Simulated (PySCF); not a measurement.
An unknown shows these calculated signals:

1H NMR (400 MHz, computed): δ 1.39 (m, 1H), 0.95 (m, 2H), 0.86 (m, 2H).

13C{1H} NMR (computed): δ 123.8 (C), 101.4 (C), 68.6 (C), 12.1 (CH2), 1.0 (CH).

Averaged over atoms made equivalent by symmetry, fast rotation or ring inversion, relativity neglected, no solvent model, one conformer. Shieldings: GIAO PBE0/pcSseg-1; geometry: GFN2-xTB; PySCF 2.14.0 with density-fitted response routines.

Chemical shifts δ = σref − σ; TMS for 1H (σ = 31.72 ppm) and 13C (σ = 186.93 ppm), all at this level.

**Question.** Which of these does the molecule contain: a Si–H bond, a CF3 group, a C≡C triple bond, a three-membered ring, an OH group, a nitrile?

**Answer.** 
- A Si–H bond: no.
- A CF3 group: yes (δC 123.8).
- A C≡C triple bond: yes (δC 68.6, 101.4).
- A three-membered ring: yes.
- An OH group: no.
- A nitrile: no.

The data belong to `C(C(F)(F)F)#CC1CC1`, C6H5F3; they needn't prove each group on their own.

Carbon signals by region: 2 in the sp2 and nitrile region (100–160 ppm), 1 at 50–100 ppm, 2 below 50 ppm.

Splittings by 19F in the carbon and heteronuclear signals aren't shown, as no couplings were computed. Shifts are as computed. Against solution values, carbons near 30 ppm lie about +3 ppm off and those near 130 ppm about +5 ppm. Of 1211 compounds with measured shifts, 218 miss one by over three times the rms of a fit or turn the order of signals round; such compounds aren't used in these exercises. Multiplicities follow the n + 1 count of equivalent neighbours, as no J values were calculated; m marks all less simple cases, F and P coupling included.
